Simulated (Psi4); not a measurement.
C2H5FSe (SMILES CC[Se]F), singlet, at a GFN2-xTB geometry; Psi4 with PBE/def2-TZVPP.

Here is a job for Psi4.
```
memory 2 GB

molecule mol {
0 1
  Se    0.047351    0.282128    0.697224
  F     1.459388    0.743089   -0.373154
  C    -0.562201   -1.176841   -0.464627
  C    -1.104621   -0.672922   -1.786350
  H    -1.324361   -1.694574    0.119423
  H     0.292896   -1.839674   -0.604722
  H    -0.339436   -0.108079   -2.314162
  H    -1.966235   -0.026725   -1.631829
  H    -1.406373   -1.512514   -2.410081
}

set basis def2-tzvpp
set reference rks

energy('pbe')
print_variables()
```

Predict the main parts of the log of this Psi4 run.


```
   => Loading Basis Set <=

    Name: DEF2-TZVPP
    Role: ORBITAL
    Keyword: BASIS

         ---------------------------------------------------------
                                   SCF
               by Justin Turney, Rob Parrish, Andy Simmonett
                          and Daniel G. A. Smith
                              RKS Reference
         ---------------------------------------------------------

  ==> Geometry <==

    Molecular point group: c1
    Full point group: C1

    Geometry (in Angstrom), charge = 0, multiplicity = 1:

       Center              X                  Y                   Z               Mass
    ------------   -----------------  -----------------  -----------------  -----------------
         SE          -0.005227857029     0.209876086596     0.582153332844    79.916521800000
         F            1.406809142971     0.670837086596    -0.488224667156    18.998403162730
         C           -0.614779857029    -1.249092913404    -0.579697667156    12.000000000000
         C           -1.157199857029    -0.745173913404    -1.901420667156    12.000000000000
         H           -1.376939857029    -1.766825913404     0.004352332844     1.007825032230
         H            0.240317142971    -1.911925913404    -0.719792667156     1.007825032230
         H           -0.392014857029    -0.180330913404    -2.429232667156     1.007825032230
         H           -2.018813857029    -0.098976913404    -1.746899667156     1.007825032230
         H           -1.458951857029    -1.584765913404    -2.525151667156     1.007825032230

  Running in c1 symmetry.

  Rotational constants: A =      0.24580  B =      0.11146  C =      0.08555 [cm^-1]
  Rotational constants: A =   7368.93386  B =   3341.37040  C =   2564.62009 [MHz]
  Nuclear repulsion =  274.491672147673114

  Charge       = 0
  Multiplicity = 1
  Electrons    = 60
  Nalpha       = 30
  Nbeta        = 30

  ==> Algorithm <==

  SCF Algorithm Type is DF.
  DIIS enabled.
  MOM disabled.
  Fractional occupation disabled.
  Guess Type is SAD.
  Energy threshold   = 1.00e-06
  Density threshold  = 1.00e-06
  Integral threshold = 1.00e-12

  ==> Primary Basis <==

  Basis Set: DEF2-TZVPP
    Blend: DEF2-TZVPP
    Number of shells: 79
    Number of basis functions: 211
    Number of Cartesian functions: 238
    Spherical Harmonics?: true
    Max angular momentum: 3

  ==> DFT Potential <==

   => LibXC <=

    Version 7.1.2
    S. Lehtola, C. Steigemann, M. J. T. Oliveira, and M. A. L. Marques,  SoftwareX 7, 1–5 (2018) (10.1016/j.softx.2017.11.002)

   => Composite Functional: PBE <=

    PBE GGA Exchange-Correlation Functional

    J.P. Perdew et. al., Phys. Rev. Lett., 77(18), 3865-3868, 1996

    Deriv               =              1
    GGA                 =           TRUE
    Meta                =          FALSE

    Exchange Hybrid     =          FALSE
    MP2 Hybrid          =          FALSE

   => Exchange Functionals <=

    1.0000     XC_GGA_X_PBE

   => Correlation Functionals <=

    1.0000     XC_GGA_C_PBE

   => LibXC Density Thresholds  <==

    XC_GGA_C_PBE:  1.00E-12
    XC_GGA_X_PBE:  1.00E-15

   => Molecular Quadrature <=

    Radial Scheme          =       TREUTLER
    Pruning Scheme         =           NONE
    Nuclear Scheme         =       TREUTLER

    Blocking Scheme        =         OCTREE
    BS radius alpha        =              1
    Pruning alpha          =              1
    Radial Points          =             75
    Spherical Points       =            302
    Total Points           =         193618
    Total Blocks           =           1493
    Max Points             =            256
    Max Functions          =            206
    Weights Tolerance      =       1.00E-15

   => Loading Basis Set <=

    Name: (DEF2-TZVPP AUX)
    Role: JKFIT
    Keyword: DF_BASIS_SCF

  ==> Integral Setup <==

  SCF_SUBTYPE=INCORE selected. In-core MEM_DF algorithm will be used.
  Using in-core AOs.

  ==> MemDFJK: Density-Fitted J/K Matrices <==

    J tasked:                   Yes
    K tasked:                    No
    wK tasked:                   No
    Algorithm:                 Core
    Schwarz Cutoff:           1E-12
    Mask sparsity (%):       3.7825
    Fitting Condition:        1E-10

   => Auxiliary Basis Set <=

  Basis Set: (DEF2-TZVPP AUX)
    Blend: DEF2-UNIVERSAL-JKFIT
    Number of shells: 165
    Number of basis functions: 583
    Number of Cartesian functions: 742
    Spherical Harmonics?: true
    Max angular momentum: 5

  Minimum eigenvalue in the overlap matrix is 3.4956775664E-04.
  Reciprocal condition number of the overlap matrix is 4.1502792938E-05.
    Using symmetric orthogonalization.

  ==> Pre-Iterations <==

  SCF Guess: Superposition of Atomic Densities via on-the-fly atomic UHF (no occupation information).

   -------------------------
    Irrep   Nso     Nmo
   -------------------------
     A        211     211
   -------------------------
    Total     211     211
   -------------------------

  ==> Iterations <==

                           Total Energy        Delta E     RMS |[F,P]|

   @DF-RKS iter SAD: -2577.24552744542643   -2.57725e+03   0.00000e+00
   @DF-RKS iter   1: -2579.01562364968140   -1.77010e+00   1.09479e-02 DIIS/ADIIS
   @DF-RKS iter   2: -2577.63258872016240    1.38303e+00   1.40743e-02 DIIS/ADIIS
   @DF-RKS iter   3: -2579.93750332300624   -2.30491e+00   2.93881e-03 DIIS/ADIIS
   @DF-RKS iter   4: -2580.07604211456555   -1.38539e-01   1.39175e-03 DIIS/ADIIS
   @DF-RKS iter   5: -2580.09648682006582   -2.04447e-02   9.35708e-04 DIIS/ADIIS
   @DF-RKS iter   6: -2580.11096356475991   -1.44767e-02   1.80785e-04 DIIS/ADIIS
   @DF-RKS iter   7: -2580.11148374114828   -5.20176e-04   5.99967e-05 DIIS
   @DF-RKS iter   8: -2580.11156043882511   -7.66977e-05   1.41270e-05 DIIS
   @DF-RKS iter   9: -2580.11156428025333   -3.84143e-06   3.81246e-06 DIIS
   @DF-RKS iter  10: -2580.11156461498467   -3.34731e-07   5.25983e-07 DIIS
  Energy and wave function converged.

  ==> Post-Iterations <==

   Electrons on quadrature grid:
      Ntotal   =   59.9999903754 ; deviation = -9.625e-06

    Orbital Energies [Eh]
    ---------------------

    Doubly Occupied:

[...]
    Virtual:

[...]
     211A     56.317388

    Final Occupation by Irrep:
              A
    DOCC [    30 ]
    NA   [    30 ]
    NB   [    30 ]

  @DF-RKS Final Energy: -2580.11156461498467

   => Energetics <=

    Nuclear Repulsion Energy =            274.4916721476731141
    One-Electron Energy =               -4134.5728396813628933
    Two-Electron Energy =                1389.7044425307938127
    DFT Exchange-Correlation Energy =    -109.7348396120885496
    Empirical Dispersion Energy =           0.0000000000000000
    VV10 Nonlocal Energy =                  0.0000000000000000
    Total Energy =                      -2580.1115646149846725

Computation Completed

Properties will be evaluated at   0.000000,   0.000000,   0.000000 [a0]

Properties computed using the SCF density matrix

 Multipole Moments:

 ------------------------------------------------------------------------------------
     Multipole            Electronic (a.u.)      Nuclear  (a.u.)        Total (a.u.)
 ------------------------------------------------------------------------------------

 L = 1.  Multiply by 2.5417464519 to convert [e a0] to [Debye]
 Dipole X            :          5.1786514           -5.9616067           -0.7829554
 Dipole Y            :          7.5383448           -8.1921627           -0.6538178
 Dipole Z            :         13.0080701          -13.0471284           -0.0390583
 Magnitude           :                                                    1.0207950

 ------------------------------------------------------------------------------------

  Variable Map:
  ----------------------------------------------------------------------------
[...]
  Array Variable Map:
  ----------------------------------------------------------------------------
[...]
[...]
```
